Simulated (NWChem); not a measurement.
Atomisation of AlCl

```
Al
Cl 1 2.1623
```
Charge 0, spin multiplicity 1.

Program: NWChem. The geometry was optimised at PBE/def2-SVP, a minimum by its harmonic frequencies.

Basis set: def2-TZVP. The atomisation energy is electronic alone: no zero-point, thermal, spin-orbit or counterpoise terms. No value is extrapolated to the basis-set limit. Free atoms are single determinants with multiplicities Al 2, Cl 2. Correlated methods freeze the same cores in atoms and molecule, 10 orbitals in all.

B3LYP has NWChem's definition, with VWN1-RPA local correlation. The structure started from a generated list of species. No SCF solution was tested for a lower state. Open-shell Hartree-Fock references start from PBE0 orbitals.

Question: One of these methods gave an atomisation energy of 119.0 kcal/mol. Which?
A. HF
B. B3LYP
C. MP2
D. PBE0

Answer: D, PBE0. The others give 122.1 (MP2), 117.4 (B3LYP), 92.4 (HF).
